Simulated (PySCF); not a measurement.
Si(H)2(Cl)(NMe2) (C₂H₈ClNSi), SMILES CN(C)[SiH2]Cl. Atoms are numbered in the order given.

```xyz
13

Si    -0.4195     0.8661     0.0000
Cl    -1.9489    -0.5521     0.0000
N      1.1503     0.1745     0.0000
C      1.7312    -0.3584    -1.2187
C      1.7312    -0.3584     1.2187
H     -0.5921     1.6627     1.2396
H     -0.5921     1.6627    -1.2396
H      1.2794     0.1202    -2.1013
H      1.5839    -1.4522    -1.3121
H      2.8179    -0.1604    -1.2488
H      1.5839    -1.4522     1.3121
H      1.2794     0.1202     2.1013
H      2.8179    -0.1604     1.2488
```

The structure is a stationary point at ωB97X-D3(BJ)/def2-SVP. Other conformers were not sampled.

Calculation: TDA-PBE0/def2-SVPD (PySCF).

Vertical excitations.  State labels are in the subgroup Cs.

```tsv
state	symmetry	energy (eV)	λ (nm)	f	main pairs
S1	A'	6.03	206	0.003	HOMO→LUMO 95 %
S2	A'	6.44	192	0.109	HOMO→LUMO+1 96 %
S3	A'	6.70	185	0.023	HOMO→LUMO+2 94 %
S4	A"	7.05	176	0.000	HOMO→LUMO+4 81 %, HOMO→LUMO+5 18 %
S5	A'	7.21	172	0.027	HOMO→LUMO+3 92 %
S6	A"	7.40	167	0.000	HOMO→LUMO+5 79 %, HOMO→LUMO+4 19 %
S7	A'	7.66	162	0.042	HOMO→LUMO+6 86 %
S8	A"	7.76	160	0.014	HOMO−1→LUMO+1 76 %, HOMO−1→LUMO 21 %
S9	A"	7.96	156	0.017	HOMO−1→LUMO 66 %, HOMO−1→LUMO+1 22 %
S10	A'	8.15	152	0.010	HOMO−2→LUMO+1 65 %, HOMO→LUMO+7 16 %, HOMO→LUMO+9 12 %
T1	A'	5.74	216	0	HOMO→LUMO+1 68 %, HOMO→LUMO 25 %
T2	A'	5.92	209	0	HOMO→LUMO 64 %, HOMO→LUMO+1 27 %
T3	A'	6.39	194	0	HOMO→LUMO+2 84 %
T4	A"	6.88	180	0	HOMO→LUMO+4 73 %, HOMO→LUMO+5 24 %
```
Triplets are in the Tamm–Dancoff approximation.
